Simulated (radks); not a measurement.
Polarisability of the bromine ion Br5+, [Ar] 3d10 4s2, at imaginary frequency. All-electron calculation, non-relativistic Kohn-Sham, LB94 model potential, spin-polarised, spherical densities, point nucleus. Program: a radial shooting solver on a logarithmic mesh with Libxc functionals. Response by self-consistent Sternheimer equations with the Hartree and adiabatic LDA kernel.

w (hartree),alpha1(iw) (bohr^3),alpha2(iw) (bohr^5)
0.00266,3.485,4.670
0.0143,3.483,4.669
0.0360,3.476,4.667
0.0697,3.453,4.659
0.118,3.395,4.639
0.186,3.272,4.594
0.280,3.039,4.501
0.413,2.654,4.319
0.605,2.114,3.980
0.892,1.506,3.400
1.35,0.9671,2.548
2.12,0.5808,1.569
3.59,0.3324,0.7598
6.94,0.1639,0.2799
17.5,0.04768,0.06230

Static values: alpha1 = 3.485 bohr^3 (0.5164 angstrom^3; uncoupled 5.846), alpha2 = 4.670 bohr^5, alpha3 = 11.58 bohr^7. C6 = 7.531, C8 = 66.09, triple-dipole C9 = 18.25 atomic units. One-pole (London) frequency 4 C6 / (3 alpha1^2) = 0.827 hartree, against 3.281 for minus the highest occupied eigenvalue.
